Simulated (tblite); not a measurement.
Run record: tight-binding relaxation, `C#[C][GeH2][Ge@]([CH3])([Cl])[O]C`.

Computed with GFN2-xTB geometry optimisation, gas phase (tblite 0.8.0). Start geometry: from a force field or distance geometry. The command runs a driver script over a list of jobs; the input below is this job's line of settings and its coordinates in Å.

Command:
```bash
OMP_NUM_THREADS=1 python probes_run.py task.json out
```

Input:
```
{"job": {"kind": "relax", "xc": "GFN2-xTB", "basis": "xTB"}, "charge": 0, "multiplicity": 1}
C      3.454300     0.319500     0.131500
C      2.443800     0.041100    -0.491000
Ge     0.889600    -0.415500    -1.438200
Ge    -0.970900    -0.463800     0.068700
C     -0.673100    -1.919300     1.348100
Cl    -2.803300    -0.871100    -1.018500
O     -1.099000     1.080600     0.988200
C     -1.298600     2.122400     0.075900
H      4.326000     0.570100     0.672600
H      1.048200    -1.806200    -2.093900
H      0.616000     0.652200    -2.537600
H     -1.525500    -1.971300     2.053400
H     -0.596200    -2.875700     0.800000
H      0.272600    -1.731500     1.896000
H     -2.247800     1.979400    -0.502200
H     -0.437900     2.229000    -0.599400
H     -1.405200     3.072000     0.636500
```

Question: What does the run print?

Answer: 
```
step      E/eV     max force
  0    -696.70886    1.875
  1    -696.72973    4.358
  2    -696.82326    0.553
  3    -696.84696    0.471
  4    -696.88452    0.377
  5    -696.90631    0.386
  6    -696.93537    0.387
  7    -696.95215    0.327
  8    -696.96843    0.314
  9    -696.98274    0.390
... (58 lines left out)
 68    -697.06847    0.028
 69    -697.06858    0.029
 70    -697.06868    0.027
 71    -697.06875    0.021
 72    -697.06880    0.014
 73    -697.06883    0.012
 74    -697.06886    0.012
 75    -697.06888    0.015
 76    -697.06890    0.012
 77    -697.06892    0.010
```

«max force» is the largest atomic force in eV/Å.

Question: From which step on does the largest force stay under 0.1 eV/Å, and how much energy is left to gain from there?

Answer: From step 39 (0.093 eV/Å), 6.2 meV above the end.

Summary of the converged run: energy lowered by 8.3 kcal/mol over 77 steps; largest atomic force 0.010 eV/Å at the end.

Question: Give the final coordinates.

Answer: 0.276 Å rms from the input after alignment:
```
atom  x, y, z in Å
C1     3.4855    0.3820    0.0060
C2     2.5234    0.0888   -0.6557
Ge3    0.9390   -0.3784   -1.5945
Ge4   -0.9404   -0.6843   -0.0412
C5    -0.8132   -1.9089    1.5217
Cl6   -2.6886   -1.1999   -1.1622
O7    -1.3155    0.8643    0.7679
C8    -1.2876    2.1276    0.1486
H9     4.3407    0.6401    0.5646
H10    1.2505   -1.6377   -2.3616
H11    0.7267    0.6945   -2.6414
H12   -1.6637   -1.7273    2.1714
H13   -0.8242   -2.9451    1.1969
H14    0.1006   -1.7185    2.0751
H15   -2.1580    2.2712   -0.4972
H16   -0.3779    2.2649   -0.4486
H17   -1.3042    2.8786    0.9402
```

Hardware: Arm Neoverse V2, one thread, no GPU, shared host with 48 logical CPUs at a one-minute load of 8.4. Cost: 0.62 s.
Labels such as C1 count atoms from 1, the log's own numbers from 0.
